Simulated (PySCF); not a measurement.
Molecule: sum formula H$_{6}$SiNO$_{3}$ (charge +1, singlet). It need not be the lowest isomer of its formula. 
Coordinates optimised at B3LYP-D3(BJ)/def2-TZVP (Ansatz):
SMILES: O[Si](O)([NH3+])O
```xyz
11

N      1.6628     0.2356    -0.1031
Si    -0.1908    -0.0270     0.0118
O     -0.3159    -0.7105     1.4542
O     -0.4458    -0.9778    -1.2508
O     -0.7230     1.4779    -0.1113
H      2.1773    -0.5824     0.2306
H      1.9621     1.0360     0.4582
H      1.9562     0.4101    -1.0669
H     -0.8951    -0.4112     2.1617
H     -0.9052    -1.8227    -1.2254
H     -1.3859     1.7825    -0.7387
```
Charge +1, spin multiplicity 1.

Dispersion corrections to the total energy (kcal/mol) from the dftd3 and dftd4 libraries through PySCF: D3(BJ) without and D4 with the three-body term, each with the damping fitted for the functional named.

```csv
functional,D3(BJ),D4
PW6B95,-2.39,-4.10
HF,-38.29,-16.71
B2PLYP,-3.88,-3.17
B3LYP,-8.34,-7.36
B2GP-PLYP,(withheld),-1.89
BLYP,-10.18,(withheld)
LC-wPBE,(withheld),-5.07
```

**Question.** Complete the blanks.

**Answer.** 
- B2GP-PLYP, D3(BJ): -3.14
- BLYP, D4: -10.21
- LC-wPBE, D3(BJ): -4.49
